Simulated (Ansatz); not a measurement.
Species: sum formula SiNH₄ (charge 0, doublet). It need not be the lowest isomer of its formula. 
Coordinates optimised at B3LYP-D3(BJ)/def2-TZVP (Ansatz, an electronic-structure program):
SMILES: [NH][SiH3]
```xyz
6

N      1.1558    -0.3137    -0.3124
Si    -0.4627     0.1681     0.1635
H      1.1601    -1.0363    -1.0369
H     -1.0917    -0.9642     0.8949
H     -1.3071     0.5003    -1.0142
H     -0.3738     1.3424     1.0542
```
Charge 0, spin multiplicity 2.

Basis-set convergence of Hartree-Fock and MP2 correlation energies (hartree) with Ansatz. Correlated levels leave the core frozen unless marked. Open shells are spin-unrestricted. No spin-orbit coupling. No relativistic terms.

| basis | functions | E(HF) | E(corr, MP2) |
|---|---|---|---|
| def2-SVP | 52 | -345.53450 | -0.23749 |
| def2-TZVPP | 129 | (withheld) | (withheld) |

Question: Complete the blanks.

Answer: 
- def2-TZVPP, E(HF): -345.71154
- def2-TZVPP, E(corr, MP2): -0.30169
